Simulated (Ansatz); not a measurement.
`C[O][Sn][F]` + CH₃OH → `C[O][Sn][O]C` + H–F at 500 K and 1 bar (ligand exchange at the Sn–F bond).

Gas-phase electronic energies from Ansatz, PBE0-D4/def2-TZVP geometries. CBS: MP2 limit from def2 TZ/QZ plus the TZ coupled-cluster correction, frozen cores. This one scheme is used for every species. Elements past krypton have def2 core potentials. For Sn outer-core shells are correlated without core-valence functions, which leaves a few kJ/mol of doubt a bond. One conformer a species, not always the lowest.

```tsv
species	CCSD(T)/CBS energy (Eh)	H − E (kJ/mol)	S (J/(mol·K))
`C[O][Sn][F]`	-428.91146	148.3	377.3
CH₃OH	-115.61712	157.0	265.4
`C[O][Sn][O]C`	-444.11438	264.7	443.9
H–F	-100.39570	39.4	188.7
```

H − E and S are ideal-gas, rigid-rotor, harmonic terms from PBE0-D4/def2-TZVP, for one conformer and one mirror image of each species. 1 Eh = 2625.50 kJ/mol, R = 8.31446 J/(mol·K).

By hand: ΔE, ΔH, ΔS and ΔG.

ΔE = (-444.11438) + (-100.39570) − (-428.91146) − (-115.61712) = 0.01850 Eh = 48.6 kJ/mol. Δ(H − E) = 264.7 + 39.4 − 148.3 − 157.0 = -1.2, so ΔH = 47.4 kJ/mol. ΔS = 443.9 + 188.7 − 377.3 − 265.4 = -10.1 J/(mol·K). ΔG = 47.4 − 500 × (-10.1)/1000 = 52.4 kJ/mol.

By hand: the equilibrium constant, and the temperature at which ΔG would vanish if ΔH and ΔS stayed fixed.

log₁₀ K = −ΔG/(RT ln 10) = -5.5. ΔH and −TΔS have one sign here, so there is no such temperature.

The number of gas molecules stays the same, so ΔS is small and ΔH decides. A doubt of 5 kJ/mol in ΔE shifts log₁₀ K by 0.5 here. Other conformers and mirror images would add mixing entropy, several J/(mol·K) or more a flexible species. Modes under 60 cm⁻¹, often nearly free rotors, make the harmonic entropy too high. These are equilibria of isolated gas molecules and say nothing of rates. Largest T1 diagnostic: 0.017 (customary marks: 0.02 for closed shells, 0.045 for open ones).

ΔS is within the doubt of such terms, so its sign, and with it that verdict, could turn.
